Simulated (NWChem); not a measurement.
System: GeSiH4OCl2; SMILES Cl[SiH](Cl)[O][GeH3]

```xyz
9

Si    -0.0002     1.0872    -0.6940
Cl    -1.6769     1.6986     0.3599
Cl     1.6672     1.7176     0.3634
O      0.0092    -0.5205    -0.8998
Ge     0.0029    -1.9943     0.1683
H     -0.0024     1.7584    -2.0013
H     -1.3027    -1.9739     0.9904
H      0.0530    -3.1693    -0.8253
H      1.2547    -1.9302     1.0682
```
Atoms are numbered in this order, from 1.

Computed with NWChem. Pople sets run with spherical d functions. Geometry: optimised at B3LYP/6-31G* (spherical d). Level B3LYP/6-31G*: energy and gradient; each run changes one setting, and changes count from the defaults (medium grid, exact Coulomb integrals, symmetry on).

Question: Which setting moves the energy most, and by about how much (tight SCF thresholds and tolerances; symmetry off; Becke weights; defaults; coarse grid; extra-fine grid)?

Answer: coarse grid, by about 200 μHa.
```csv
setting,size of the energy change (μHa),largest change of a gradient component (μHa/bohr)
defaults,< 10,< 30
coarse grid,200,1000
symmetry off,< 10,other frame
tight SCF thresholds and tolerances,< 10,40
extra-fine grid,20,200
Becke weights,20,200
```
